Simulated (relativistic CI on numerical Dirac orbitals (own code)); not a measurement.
## One change at a time: Lu¹⁶⁺

Base calculation: Dirac-Coulomb-Breit CI, separate exchange-only KLI orbitals for each configuration, model QED (radiative potential, 1s self-energy scaled to tabulated hydrogen-like ionisation energies), unscaled Slater integrals.

Configuration list (outside the closed core [Ar] 3d10): 4s2 4p6 4d10 4f9, 4s2 4p6 4d10 4f8 5s, 4s2 4p6 4d10 4f7 5s2, 4s2 4p6 4d10 4f7 5s 5p, 4s2 4p6 4d10 4f8 5p, 4s2 4p6 4d10 4f8 6s, 4s2 4p6 4d8 4f11, 4s2 4p5 4d10 4f10, 4p6 4d10 4f11. Levels of other configurations are missing.

The lowest level and the first level of each name with at least 55 % of one term (blank where a level has no safe partner in the second run):

| Level | Base (cm⁻¹) | Shift (cm⁻¹) |
| --- | --- | --- |
| 4s2 4p6 4d10 4f8 5s 8F_13/2 | 0.0 | 0.0 |
| 4s2 4p6 4d10 4f9 6H°_15/2 | 3995.4 | +6405.9 |
| 4s2 4p6 4d10 4f8 5s 8F_11/2 | 5191.8 | -1.3 |
| 4s2 4p6 4d10 4f8 5s 8F_9/2 | 8266.6 | -1.4 |
| 4s2 4p6 4d10 4f8 5s 8F_7/2 | 10793.9 | -2.1 |
| 4s2 4p6 4d10 4f9 6H°_13/2 | 12298.9 | +6342.8 |
| 4s2 4p6 4d10 4f8 5s 8F_5/2 | 12659.4 | -2.7 |
| 4s2 4p6 4d10 4f8 5s 8F_3/2 | 13985.1 | -3.3 |
| 4s2 4p6 4d10 4f8 5s 8F_1/2 | 14779.1 | -3.7 |
| 4s2 4p6 4d10 4f9 6H°_11/2 | 16813.4 | +6774.7 |
| 4s2 4p6 4d10 4f9 6F°_11/2 | 19776.2 | +7432.9 |
| 4s2 4p6 4d10 4f9 6H°_7/2 | 24132.0 | +6819.6 |
| 4s2 4p6 4d10 4f9 6F°_7/2 | 26108.1 | +7920.5 |
| 4s2 4p6 4d10 4f9 6H°_5/2 | 26478.7 | +6854.8 |
| 4s2 4p6 4d10 4f9 6F°_5/2 | 29462.2 | +7849.7 |
| 4s2 4p6 4d10 4f9 6F°_3/2 | 30551.1 | +8047.5 |
| 4s2 4p6 4d10 4f9 6F°_1/2 | 32112.1 | +7899.2 |
| 4s2 4p6 4d10 4f8 5s 6F_11/2 | 32493.4 | +413.4 |
| 4s2 4p6 4d10 4f8 5s 6F_9/2 | 36384.5 | +270.5 |
| 4s2 4p6 4d10 4f8 5s 6F_7/2 | 40839.2 | +399.8 |
| 4s2 4p6 4d10 4f9 4G°_11/2 | 43145.8 | +9719.5 |
| 4s2 4p6 4d10 4f8 5s 6F_5/2 | 43483.6 | +398.4 |

At this charge transitions that keep the count of f electrons are usually good to a few per cent. Terms inside the open d or f shell come out 10 to 20 % too wide with unscaled integrals. Levels that differ in their count of f electrons can be misplaced by several ten thousand cm⁻¹, since the correlation energy of f electrons is missing or only estimated; rates across such gaps can be off by orders of magnitude. The computed lowest level isn't the tabulated ground level, which NIST ASD gives as 4f9 6H°15/2; for such ions that label comes from theory and may be the wrong one.

One thing was changed in a second run, which moved the levels as shown. Which?
A. configuration mixing switched off
B. Breit term removed
C. QED terms removed
D. valence Slater integrals scaled by 0.9

A. Configuration mixing switched off. Without mixing, levels that were pushed by configurations of the same parity and J return to their single-configuration places.

LS names give the leading component of a level, which can be under half, so a name can repeat, a term be missing and a line seem to break the LS rules.
